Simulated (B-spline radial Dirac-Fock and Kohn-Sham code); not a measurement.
## The M5 (3d5/2) hole of lanthanum ions: width and yield against charge

These are calculated numbers from a radial finite-basis atomic code; the model is independent-particle rates on relativistic LDA orbitals of the hole state (multipoles up to L = 3, Coulomb Auger matrix elements, transition energies from Dirac-Fock). Tabulated ground configurations, configuration averages; single configurations, so decays that open only by mixing (as 1s 2s² with 1s 2p² in Be-like ions) are missing and such tiny yields are far too low.

```
 ion      configuration  radiative (eV)  non-radiative (eV)     yield
  La       [Xe] 5d1 6s2        0.000375               0.756  0.000496
 La⁺           [Xe] 5d2        0.000375               0.762  0.000492
La²⁺           [Xe] 5d1        0.000377               0.758  0.000497
La³⁺  [Kr] 4d10 5s2 5p6        0.000380               0.752  0.000504
La⁴⁺  [Kr] 4d10 5s2 5p5        0.000374               0.752  0.000498
La⁵⁺  [Kr] 4d10 5s2 5p4        0.000368               0.751  0.000490
La⁶⁺  [Kr] 4d10 5s2 5p3        0.000361               0.751  0.000480
La⁷⁺  [Kr] 4d10 5s2 5p2        0.000352               0.750  0.000470
```
